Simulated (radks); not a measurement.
Effect of the nuclear size on the osmium ion Os54+, [Ar] 3d4. All-electron calculation, Dirac Kohn-Sham, LDA (Slater exchange, Perdew-Wang correlation), spin-unpolarised, spherical densities, finite nucleus; open shells are shared between the two j in proportion to 2j + 1; Fermi nuclear charge, rms radius 5.4126 fm. Program: a radial shooting solver on a logarithmic mesh with Libxc functionals. The rms radius is varied about that value; shifts are against it.

[
 {"rms radius (fm)": "4.6386", "total energy shift (eV)": "-19.2", "density at nucleus (e/bohr^3)": "1.759e+06", "1s1/2 shift (meV)": "-7800", "2s1/2 shift (meV)": "-1130", "3s1/2 shift (meV)": "-284", "3p1/2 shift (meV)": "-7.70", "3d5/2 shift (meV)": "9.88", "4s1/2 (empty) shift (meV)": "-105", "4p1/2 (empty) shift (meV)": "-3.54"},
 {"rms radius (fm)": "5.1041", "total energy shift (eV)": "-7.89", "density at nucleus (e/bohr^3)": "1.698e+06", "1s1/2 shift (meV)": "-3200", "2s1/2 shift (meV)": "-465", "3s1/2 shift (meV)": "-116", "3p1/2 shift (meV)": "-3.16", "3d5/2 shift (meV)": "4.05", "4s1/2 (empty) shift (meV)": "-43.1", "4p1/2 (empty) shift (meV)": "-1.46"},
 {"rms radius (fm)": "5.4126", "total energy shift (eV)": "0", "density at nucleus (e/bohr^3)": "1.662e+06", "1s1/2 shift (meV)": "0.000", "2s1/2 shift (meV)": "0.000", "3s1/2 shift (meV)": "0.000", "3p1/2 shift (meV)": "0.000", "3d5/2 shift (meV)": "0.000", "4s1/2 (empty) shift (meV)": "0.000", "4p1/2 (empty) shift (meV)": "0.000"},
 {"rms radius (fm)": "5.916", "total energy shift (eV)": "13.5", "density at nucleus (e/bohr^3)": "1.609e+06", "1s1/2 shift (meV)": "5470", "2s1/2 shift (meV)": "795", "3s1/2 shift (meV)": "199", "3p1/2 shift (meV)": "5.44", "3d5/2 shift (meV)": "-6.93", "4s1/2 (empty) shift (meV)": "73.8", "4p1/2 (empty) shift (meV)": "2.50"},
 {"rms radius (fm)": "6.6575", "total energy shift (eV)": "34.7", "density at nucleus (e/bohr^3)": "1.54e+06", "1s1/2 shift (meV)": "14100", "2s1/2 shift (meV)": "2050", "3s1/2 shift (meV)": "513", "3p1/2 shift (meV)": "14.0", "3d5/2 shift (meV)": "-17.8", "4s1/2 (empty) shift (meV)": "190", "4p1/2 (empty) shift (meV)": "6.45"}
]

Slopes of the eigenvalues against <r^2> in GHz/fm^2, as finite differences over the two radii next to the reference (eigenvalue slopes, not the field-shift constants of lines): 1s1/2 234000, 2s1/2 34000, 3s1/2 8530, 3p1/2 232, 3d5/2 -297, 4s1/2 (empty) 3160, 4p1/2 (empty) 107.
